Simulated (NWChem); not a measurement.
System meant: BiHTeF₂; SMILES [F][Bi]([F])[TeH]

The following NWChem deck was run.

```
start job
memory heap 200 mb stack 900 mb global 1100 mb
geometry units angstroms noautoz
  Bi    -0.001125     0.838629     0.174791
  F     -1.473225     1.181651    -1.178481
  F      1.465038     1.189993    -1.183537
  Te    -0.012501    -2.005402     0.004717
  H      0.063180    -2.017281     1.673762
end
basis spherical
  * library def2-svp
end
ecp
  Te library def2-ecp
  Bi library def2-ecp
end
dft
  xc xpbe96 cpbe96
  iterations 4
  mulliken
end
task dft energy
```

End of the output:

```
    Atom       Charge   Shell Charges
 -----------   ------   -------------------------------------------------------
    1 Bi  23    22.29   1.48  0.48  1.12  0.75  4.07  1.67  1.39  0.95  9.33  1.04
    2 F    9     9.31   1.98  1.05  0.84  3.17  2.28  0.00
    3 F    9     9.33   1.98  1.05  0.84  3.19  2.27  0.00
    4 Te  24    24.03   1.23  0.75  1.06  0.74  2.74  3.18  2.10  2.17  9.54  0.54
    5 H    1     1.04   0.59  0.40  0.05

 center of mass
 --------------
 x =  -0.00015427 y =  -0.02407968 z =   0.02806004

 moments of inertia (a.u.)
 ------------------
        2800.954115879550          -0.000000000000          -0.000000000000
          -0.000000000000         510.481138360800           0.000000000000
          -0.000000000000           0.000000000000        2876.236336818210

     Multipole analysis of the density
     ---------------------------------

     L   x y z        total         alpha         beta         nuclear
     -   - - -        -----         -----         ----         -------
     0   0 0 0      0.000000    -33.000000    -33.000000     66.000000

     1   1 0 0     -0.029329      0.100430      0.100430     -0.230189
     1   0 1 0      0.071108      2.274852      2.274852     -4.478597
     1   0 0 1      1.495796     13.495665     13.495665    -25.495534

     2   2 0 0    -53.152722    -95.956114    -95.956114    138.759506
     2   1 1 0     -0.140982      0.317453      0.317453     -0.775889
     2   1 0 1      0.285136      0.069439      0.069439      0.146258
     2   0 2 0    -48.489494   -279.424943   -279.424943    510.360392
     2   0 1 1      3.260244     41.291494     41.291494    -79.322744
     2   0 0 2    -47.900618    -69.706664    -69.706664     91.512711

 ------------------------------------------------------------------------
 dft energy failed                                                                                  0
 ------------------------------------------------------------------------
 ------------------------------------------------------------------------
  current input line :
    22: task dft energy
 ------------------------------------------------------------------------
 ------------------------------------------------------------------------
 This type of error is most commonly associated with calculations not reaching convergence criteria
 ------------------------------------------------------------------------
 For more information see the NWChem manual at https://nwchemgit.github.io

0:dft energy failed:Received an Error in Communication
```

Q: Find the fault in this run and fix the input.

A: The run did not converge; its last values are not results. Cause: the SCF was allowed too few iterations. This input runs:
```
start job
memory heap 200 mb stack 900 mb global 1100 mb
geometry units angstroms noautoz
  Bi    -0.001125     0.838629     0.174791
  F     -1.473225     1.181651    -1.178481
  F      1.465038     1.189993    -1.183537
  Te    -0.012501    -2.005402     0.004717
  H      0.063180    -2.017281     1.673762
end
basis spherical
  * library def2-svp
end
ecp
  Te library def2-ecp
  Bi library def2-ecp
end
dft
  xc xpbe96 cpbe96
  iterations 150
  mulliken
end
task dft energy
```
It converges to -682.67583 Ha (PBE/def2-SVP with def2 effective core potentials on Te, Bi).
